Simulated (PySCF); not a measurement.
C2H9NOSi, SMILES O(C)[Si@@H](N)C. Geometry optimised at PBE-D3(BJ)/def2-SVP. The structure was generated by enumeration; whether it is a known compound was not checked. One conformer was computed; it need not be the lowest.

Problem. Give the equilibrium geometry at PBE-D3(BJ)/def2-SVP (PySCF confirms it by a frequency run) as a Z-matrix. (An estimate is asked for; the answer gives what the named calculation found.)

Solution. This is not unique; one that fits is 
```
Si
O 1 1.6938
C 2 1.4093 1 122.21
H 3 1.1106 2 109.19 1 166.55
H 3 1.1165 4 107.49 2 -122.22
H 3 1.1167 4 107.68 5 -115.55
N 1 1.7390 2 114.73 3 -56.92
H 7 1.0220 1 120.46 2 86.41
H 7 1.0225 8 110.76 1 148.51
H 1 1.4966 2 102.17 3 -174.85
C 1 1.8818 10 113.29 2 118.92
H 11 1.1085 1 111.10 10 58.76
H 11 1.1085 12 108.33 1 121.55
H 11 1.1101 12 107.84 13 116.12
```
Charge 0, spin multiplicity 1.
